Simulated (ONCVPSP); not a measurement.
**PBE ONCV dataset for iron (Fe), scalar-relativistic all-electron reference.**

Fe, optimised norm-conserving Vanderbilt (ONCV), made with ONCVPSP 4.0.1 (PBE, scalar-relativistic). Core [Ar], reference 3d6 4s1 (charge +1). Waves: 4s: rc 2.25 bohr, ncon 3, nbas 7, qcut 3.2 1/bohr, 2 projectors, debl 1.3 Ha; p scattering state at 0.23 Ha: rc 2.40 bohr, ncon 4, nbas 7, qcut 3.5 1/bohr, 2 projectors, debl 3.6 Ha; 3d: rc 1.05 bohr, ncon 4, nbas 9, qcut 14.8 1/bohr, 2 projectors, debl 1 Ha. Local part: polynomial inside 0.95 bohr (lpopt 5, dvloc0 -1 Ha). Core correction: Teter function, fcfact 1.75, rcfact 1.45.

In the p channel the program set the typed energies aside and used 0.050, 3.650 Ha.

- Cutoffs needed: 83 Ha and 94 Ha (the cutoffs (Ha) at which the residual kinetic energy of the hardest occupied pseudo-wave falls to 1 and 0.1 mHa per electron)
- Ghost test: ghosts flagged at negative energy: s at -136.9 eV; GHOST(+) flagged for p at 74.5 eV; a true bound ghost makes a file unfit for plane-wave use
- Largest excitation error: -890 meV (all-electron minus pseudo) for 3d4 4s0, out of 4 test configurations
- rms error of d²Exc/dni dnj: 12.55 mHa without and 9.11 mHa with the model core
